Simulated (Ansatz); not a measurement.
The same path of BrH + H6N2Si (11 atoms, charge 0, multiplicity 1) was run 3 times with different band settings. Lost on the way: Si1–H2, Br10–H11. Made: Si1–Br10, H2–H11.

All numbers below come from Ansatz, RKS BHLYP-D4/def2-SVP.

Relaxed end points:

```xyz
11
Properties=species:S:1:pos:R:3
Si 0.002 0.219 -0.313
H 0.386 0.034 1.120
H 1.257 0.562 -1.031
N -1.053 1.522 -0.658
H -1.995 1.557 -0.308
H -0.705 2.430 -0.913
N -0.777 -1.250 -0.713
H -0.579 -2.107 -0.225
H -1.161 -1.413 -1.628
Br 0.614 -3.051 2.292
H 0.586 -1.644 2.099
```

```xyz
11
Properties=species:S:1:pos:R:3
Si 0.483 -0.103 -0.714
H -1.636 -1.088 1.740
H 1.105 0.248 -2.005
N -0.415 1.257 -0.227
H -0.948 1.239 0.628
H -0.108 2.186 -0.460
N -0.542 -1.466 -0.640
H -0.177 -2.393 -0.505
H -1.445 -1.463 -1.088
Br 2.219 -0.670 0.603
H -1.962 -0.887 2.391
```

Common settings: optimiser quadratic models (default); start path through a guess of the saddle point; force threshold 0.05 eV/Å; iteration limit 60; end points relaxed.

| run | movable images | climbing image | spring |
| --- | --- | --- | --- |
| 1 | 9 | yes | 5.0 eV/Å² |
| 2 | 9 | yes | 2.0 to 10.0 eV/Å², energy-weighted |
| 3 | 1 | no | 5.0 eV/Å² |

Problem. What does each run give, and how far can it be trusted?

Solution. Run 1: converged after 27 iterations, highest image 1.180 eV above the first end. A vibrational analysis at the climbing image gives one clearly imaginary mode, 487i cm⁻¹: a first-order saddle point.
Run 2: converged after 16 iterations, highest image 1.180 eV above the first end. Another band between the same ends (9 images) ends at a top of the same energy, where a vibrational analysis finds 1 clearly imaginary mode.
Run 3: converged after 17 iterations, highest image 0.000 eV above the first end. The highest image is an end point: on this band no image between the ends rises above it. So few images can step over the top or miss a turn of the path.
The orbitals stay closed-shell, which can raise the energy where a bond breaks towards radicals; this wasn't checked here.
